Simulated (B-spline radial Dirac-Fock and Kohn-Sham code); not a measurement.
**Satellites and hypersatellites of the K lines of Ce⁷⁺**

System: the Ce⁷⁺ ion, [Kr] 4d10 5s2 5p3.

The computed values come from an atomic code on a B-spline grid: ΔSCF Dirac-Fock with Breit, self-energy and vacuum polarisation, finite nucleus, configuration average. Each two-hole energy is an average over J within one jj subconfiguration, not an observable level; in light atoms, where LS coupling holds, the j-resolved values are not observed lines, and for a K spectator the Kα1 hypersatellite is nearly forbidden. The model has no electron correlation.

Lines without a spectator: Kα2 (K-L2) 34276.0 eV, Kα1 (K-L3) 34716.9 eV, Kβ3 (K-M2) 39164.5 eV, Kβ1 (K-M3) 39252.8 eV. Shifts in eV with one spectator hole (a dash: not computed, or left out as unreliable):

```tsv
spectator hole	Kα2	Kα1	Kβ3	Kβ1
K (1s)	+696.8	+727.5	+894.1	+900.9
L2 (2p1/2)	+80.4	+103.7	–	+213.1
L3 (2p3/2)	+73.0	+75.3	+180.0	–
M2 (3p1/2)	–	+13.44	+28.94	+35.1
M3 (3p3/2)	+8.98	–	+28.32	+28.26
M4 (3d3/2)	+2.14	-1.02	–	–
M5 (3d5/2)	-1.81	+0.73	–	–
```

Run: 68 s of CPU time on 1 thread of Neoverse-N1 (shared host), peak memory 0.46 GiB.
